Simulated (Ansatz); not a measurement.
Computed with Ansatz on PBE0-D4/def2-TZVP structures; ΔE is electronic, products minus reactants. CCSD(T)/CBS is the MP2 limit (def2-TZVPP, def2-QZVPP) plus CCSD(T) − MP2 in def2-TZVPP, frozen cores. This one scheme is used for every species. Functionals use def2-TZVPP. HSE06 is defined as in plane-wave codes. One conformer a species, not always the lowest.

Reaction (hydrogenolysis of the Si–B bond): `B[SiH2]C(O)F` + H₂ → `OC(F)[SiH3]` + BH₃

```json
{"level": "BLYP-D4", "ΔE (kcal/mol)": "-6.7", "difference from CCSD(T)/CBS": "1.2"}
{"level": "HSE06-D4", "ΔE (kcal/mol)": "-6.4", "difference from CCSD(T)/CBS": "1.5"}
{"level": "BHLYP-D4", "ΔE (kcal/mol)": "-9.9", "difference from CCSD(T)/CBS": "-2.0"}
{"level": "ωB97M-V", "ΔE (kcal/mol)": "-8.5", "difference from CCSD(T)/CBS": "-0.6"}
{"level": "BHLYP", "ΔE (kcal/mol)": "-11.3", "difference from CCSD(T)/CBS": "-3.4"}
{"level": "RPA@PBE/def2-TZVPP", "ΔE (kcal/mol)": "-9.2", "difference from CCSD(T)/CBS": "-1.3"}
{"level": "MP2/def2-SVP", "ΔE (kcal/mol)": "-9.7", "difference from CCSD(T)/CBS": "-1.8"}
{"level": "CCSD(T)/def2-SVP", "ΔE (kcal/mol)": "-9.4", "difference from CCSD(T)/CBS": "-1.5"}
{"level": "HF/def2-QZVPP", "ΔE (kcal/mol)": "-14.8", "difference from CCSD(T)/CBS": "-6.9"}
{"level": "CCSD/CBS(def2)", "ΔE (kcal/mol)": "-8.9", "difference from CCSD(T)/CBS": "-1.0"}
{"level": "CCSD(T)/CBS", "ΔE (kcal/mol)": "-7.9", "difference from CCSD(T)/CBS": "0"}
```

Largest T1 diagnostic among the species: 0.012.

At CCSD(T), def2-SVP lies −1.5 kcal/mol from the extrapolated value and def2-TZVPP −0.4 kcal/mol. The D4 term adds +1.6 kcal/mol with B3LYP and +0.9 kcal/mol with PBE0; it sums over pairs of atoms, weighted by their polarisabilities, and B3LYP, whose exchange is more repulsive, gets the larger term. From BLYP to BHLYP (50 % exact exchange), in def2-TZVPP and without D4, ΔE moves by −2.5 kcal/mol.

B3LYP here is the variant with VWN-RPA as its local correlation; programs differ in this.
